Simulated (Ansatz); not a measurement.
Reaction (isomerisation): `BCCCO` → `[BH3-][O+]=C(C)C`

Program: Ansatz. Geometries: PBE0-D4/def2-TZVP. ΔE: electronic, gas phase. CCSD(T)/CBS adds triple-zeta CCSD(T) − MP2 to the extrapolated MP2 energy (def2 sets, frozen cores). DFT in def2-TZVPP. Each species was taken in one conformer, which may not be the lowest.

| level | ΔE (kcal/mol) |
| --- | --- |
| B2PLYP | -8.9 |
| BLYP | -12.8 |

Task: What does CCSD(T)/CBS give? (Best estimate.)

Result: Computed: -6.0 kcal/mol. The listed levels differ from it by -2.9, -6.8 kcal/mol.

Largest T1 diagnostic among the species: 0.015.

Leaving LDA and LC-ωPBE aside and taking each functional with its dispersion term where it has one, the values, not all of them listed here, spread over 7.2 kcal/mol, from BLYP-D4 to PBE-QIDH. LDA lies −2.4 kcal/mol from PBE without D4. From r2SCAN to r2SCAN0 (25 % exact exchange), in def2-TZVPP and without D4, ΔE moves by +3.2 kcal/mol. In def2-TZVPP, CCSD(T) changes the Hartree–Fock value by −4.4 kcal/mol (the triples alone add −1.8 kcal/mol) and MP2 by −3.5 kcal/mol.

CCSD(T)/CBS has its own doubt, a few kJ/mol and more with outer-core shells, so smaller differences from it don't rank the levels.
